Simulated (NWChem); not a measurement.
System: borohydride (BH4 anion); SMILES [BH4-]

Here is an NWChem input.

```
start job
memory heap 200 mb stack 900 mb global 1100 mb
charge -1
geometry units angstroms noautoz
  B      0.000129    -0.000163     0.000108
  H     -0.811695    -0.819433    -0.472257
  H      0.155382    -0.224274     1.215909
  H     -0.437253     1.156152    -0.156201
  H      1.093453    -0.112350    -0.587390
end
basis spherical
  * library sto-3g
end
dft
  xc xcamb88 1.00 lyp 0.81 vwn_5 0.19 hfexch 1.00
  cam 0.33 cam_alpha 0.19 cam_beta 0.46
  iterations 150
  mulliken
end
task dft gradient
```

Excerpt of the output:

```
             Northwest Computational Chemistry Package (NWChem) 7.3.0
             --------------------------------------------------------

 C1  symmetry detected

                             Geometry "geometry" -> ""
                             -------------------------

 Output coordinates in angstroms (scale by  1.889725989 to convert to a.u.)

  No.       Tag          Charge          X              Y              Z
 ---- ---------------- ---------- -------------- -------------- --------------
    1 B                    5.0000    -0.00002619     0.00002977     0.00010909
    2 H                    1.0000    -0.87877739     0.73729996    -0.48735295
    3 H                    1.0000     0.75346215     0.67698282     0.72570621
    4 H                    1.0000     0.66390482    -0.51878763    -0.91794538
    5 H                    1.0000    -0.53845861    -0.89564399     0.67904667

 Effective nuclear repulsion energy (a.u.)      10.0530718872

                                 NWChem DFT Module
                                 -----------------

 Summary of "ao basis" -> "ao basis" (spherical)
 ------------------------------------------------------------------------------
       Tag                 Description            Shells   Functions and Types
 ---------------- ------------------------------  ------  ---------------------
 B                           sto-3g                  3        5   2s1p
 H                           sto-3g                  1        1   1s

            General Information
            -------------------
          SCF calculation type: DFT
          Wavefunction type:  closed shell.
          No. of atoms     :     5
          No. of electrons :    10
           Alpha electrons :     5
            Beta electrons :     5
          Charge           :    -1
          Spin multiplicity:     1
          Use of symmetry is: off; symmetry adaption is: off
          Maximum number of iterations: 150
          AO basis - number of functions:     9
                     number of shells:     7
          Convergence on energy requested:  1.00D-06
          Convergence on density requested:  1.00D-05
          Convergence on gradient requested:  5.00D-04

              XC Information
              --------------
                     Hartree-Fock (Exact) Exchange  1.000
                   CAM-Becke88 Exchange Functional  1.000
                      VWN V Correlation Functional  0.190 local
              Lee-Yang-Parr Correlation Functional  0.810

           Range-Separation Parameters
           ---------------------------
           Alpha           :  0.19
           Beta            :  0.46
           Gamma           :  0.33
           Short-Range HF  :     F

             Grid Information
             ----------------
          Grid used for XC integration:  medium
          Radial quadrature: Mura-Knowles
          Angular quadrature: Lebedev.
          Tag              B.-S. Rad. Rad. Pts. Rad. Cut. Ang. Pts.
          ---              ---------- --------- --------- ---------
          B                   0.85       49           6.0       434
          H                   0.35       45           7.0       434
          Grid pruning is: on
          Number of quadrature shells:   229
          Spatial weights used:  Erf1

      Superposition of Atomic Density Guess
      -------------------------------------

 Sum of atomic energies:         -26.02410201

 Renormalizing density from       9.00 to     10

      Non-variational initial energy
      ------------------------------

 Total energy =     -27.528544
 1-e energy   =     -60.625803
 2-e energy   =      23.044187
 HOMO         =       0.119956
 LUMO         =       1.093863

     ---------------------------------------------
      Total Density - Mulliken Population Analysis
     ---------------------------------------------

    Atom       Charge   Shell Charges
 -----------   ------   -------------------------------------------------------
    1 B    5     4.59   1.99  0.99  1.62
    2 H    1     1.35   1.35
    3 H    1     1.35   1.35
    4 H    1     1.35   1.35
    5 H    1     1.35   1.35

   convergence    iter        energy       DeltaE   RMS-Dens  Diis-err
 ---------------- ----- ----------------- --------- --------- ---------
 d= 0,ls=0.0,diis     1    -26.7361980539 -3.68D+01  9.28D-02  2.58D-01
 d= 0,ls=0.0,diis     2    -26.7885293491 -5.23D-02  2.69D-02  5.69D-02
 d= 0,ls=0.0,diis     3    -26.7982244324 -9.70D-03  3.39D-03  3.63D-04
 d= 0,ls=0.0,diis     4    -26.7983286089 -1.04D-04  4.41D-05  6.83D-08
 d= 0,ls=0.0,diis     5    -26.7983286264 -1.75D-08  2.84D-07  2.62D-12

         Total DFT energy =      -26.798328626357
      One electron energy =      -58.224977716549
           Coulomb energy =       27.329845744805
    Exchange-Corr. energy =       -5.956268541777
 Nuclear repulsion energy =       10.053071887165

 Numeric. integr. density =        9.999998904180

                       DFT Final Molecular Orbital Analysis
                       ------------------------------------

[...]

                         DFT ENERGY GRADIENTS

    atom               coordinates                        gradient
                 x          y          z           x          y          z
   1 B      -0.000050   0.000056   0.000206    0.000042   0.000035   0.000143
   2 H      -1.660648   1.393295  -0.920964   -0.021058   0.017737  -0.011655
   3 H       1.423837   1.279312   1.371386    0.018013   0.016242   0.017243
   4 H       1.254598  -0.980366  -1.734665    0.015891  -0.012472  -0.021893
   5 H      -1.017539  -1.692522   1.283212   -0.012888  -0.021542   0.016162
```

Level: CAM-B3LYP/STO-3G. Sets without diffuse functions describe the anion's extra electron poorly. Coordinates come from a B3LYP/def2-SVPD optimisation. The highest occupied level is positive, so the extra electron may be held by the finite basis.
